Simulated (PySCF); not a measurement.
Si2H4S2O4

The system: Si2H4S2O4, a molecule drawn as a unit of a network glass or zeolite (built as: Si Si, OH ends, S bridges); neutral, singlet. The structure, one conformer, was relaxed in the gas phase by PBE0-D3(BJ)/def2-SVP. No frequency run checks that it is a minimum.

SMILES: O[Si]1(O)S[Si](O)(O)S1

Coordinates in Å:
```
O1      2.252    1.617   -0.073
Si2     1.378    0.218   -0.135
O3      2.489   -0.954   -0.442
S4     -0.214    0.230   -1.568
Si5    -1.366   -0.167    0.194
O6     -2.483    0.997    0.507
O7     -2.232   -1.571    0.126
S8      0.225   -0.172    1.627
H9      1.772    2.425    0.132
H10     3.397   -0.640   -0.501
H11    -3.393    0.683    0.533
H12    -1.746   -2.377   -0.075
```

Shieldings: GIAO PBE0/pcSseg-1. Shifts are against computed references at the same level: H TMS (σ 31.27 ppm), Si TMS (σ 352.0 ppm). Core levels by delta-SCF with SCAN, pcX-2 on the ionised atom and pcseg-1 elsewhere, spin-free X2C (2p3/2 is the spin-free 2p value less a third of a first-order spin-orbit splitting); from the vacuum level, for chosen atoms.

Give the NMR and core-level values of the distinct atoms.


```tsv
atoms	bonded to	σ (ppm)	δ (ppm)	core level (eV)
O1 O7	1 Si + 1 H	249.8	-	1s 539.05
Si2 Si5	2 O + 2 S	375.1	-23.1	2p3/2 108.61
O3 O6	1 Si + 1 H	270.3	-	1s 539.00
S4 S8	2 Si	543.4	-	2p3/2 168.97
H9 H12	1 O	29.28	1.99	-
H10 H11	1 O	29.10	2.17	-
```

Values are those of this one static structure; atoms that internal rotation interchanges would show their mean in an NMR spectrum.

By CAM-B3LYP/def2-SVPD (TDDFT singlets, Tamm-Dancoff triplets, ionisation by delta-SCF), where does absorption start, and what does vertical ionisation take?

The first singlet with intensity lies at 7.20 eV (f 0.019); what lies below it is dark. The lowest singlet lies at 5.81 eV (f 0.000), the strongest of the first 6 at 7.21 eV (f 0.086), the lowest triplet at 5.53 eV; vertical ionisation takes 9.63 eV.

The 3 runs behind this took 4.8 min in all, one thread each of Arm Neoverse V1 on a shared host, launched as `OMP_NUM_THREADS=1 python cluster_run.py task.json out`.
